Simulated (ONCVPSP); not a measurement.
**PBE ONCV dataset for ytterbium, fully relativistic all-electron reference.**

ONCVPSP 4.0.1 was run on this input:

```
# ATOM AND REFERENCE CONFIGURATION
# atsym  z   nc   nv     iexc    psfile
  Yb 70.00    9    4        4      upf
#
#   n    l    f
    1    0    2.00
    2    0    2.00
    2    1    6.00
    3    0    2.00
    3    1    6.00
    3    2   10.00
    4    0    2.00
    4    1    6.00
    4    2   10.00
    4    3   14.00
    5    0    2.00
    5    1    6.00
    6    0    1.50
#
# PSEUDOPOTENTIAL AND OPTIMIZATION
# lmax
    3
#
#   l,   rc,      ep,       ncon, nbas, qcut
    0    2.15    0.00    4    7    6.30
    1    1.95    0.00    5    8    6.30
    2    1.85    0.18    3    6    5.60
    3    1.10    0.00    4    9   13.40
#
# LOCAL POTENTIAL
# lloc, lpopt,  rc(5),   dvloc0
    3    5    1.10    0.00
#
# VANDERBILT-KLEINMAN-BYLANDER PROJECTORs
# l, nproj, debl
    0    2    3.60
    1    2    1.20
    2    1    0.50
    3    0    1.70
#
# MODEL CORE CHARGE
# icmod, fcfact, rcfact
    3    6.00    1.10
#
# LOG DERIVATIVE ANALYSIS
# epsh1, epsh2, depsh
   -4.00    5.00    0.02
#
# OUTPUT GRID
# rlmax, drl
    6.00    0.01
#
# TEST CONFIGURATIONS
# ncnf
    4
# nvcnf
#   n    l    f
    4
    4    3   14.00
    5    0    2.00
    5    1    6.00
    6    0    2.00
#
    4
    4    3   14.00
    5    0    2.00
    5    1    6.00
    6    0    1.00
#
    4
    4    3   14.00
    5    0    2.00
    5    1    6.00
    6    0    0.00
#
    5
    4    3   14.00
    5    0    2.00
    5    1    6.00
    6    0    1.00
    6    1    1.00
#
```

Command:

```bash
oncvpspr.x < Yb.dat > Yb.out
```

The program printed (shortened: citation, most of the input echo, consistency checks and plot data are left out):

```
[... start of the log left out ...]
         Ha          eV             Ha
         0.01000     0.27211       79.38
         0.00100     0.02721       94.99
         0.00010     0.00272      295.44

Calculating optimized projector #   1

 for l=   3

    Fraction of norm inside rc  0.822421
    Optimizing pswf for qcut=  13.38 a_B^-1,  ecut=  89.57 Ha
    Residual kinetic energy error=  1.28D-03 Ha

    Energy error per electron        Cutoff
         Ha          eV             Ha
         0.01000     0.27211       79.58
         0.00100     0.02721       95.04
         0.00010     0.00272      285.14

Construct Vanderbilt / Kleinmman-Bylander projectors

B matrix Hermiticity error, ll=  0  kap= -1
   1   2    1.7960D-04

  Orthonormal projector coefficients  2.8532E+01  1.5022E+00

B matrix Hermiticity error, ll=  1  kap= -2
   1   2    1.2318D-04

  Orthonormal projector coefficients  2.3835E+01  2.3834E+00

B matrix Hermiticity error, ll=  1  kap=  1
   1   2    1.5137D-04

  Orthonormal projector coefficients  2.4059E+01  4.2559E+00
oncvpsp_r: lschvkbb convergence ERROR, n= 4  l= 3
```

The run stopped because the bound-state solver with the separable projectors failed.

The run took about 1.5 s on one core of a shared server CPU.
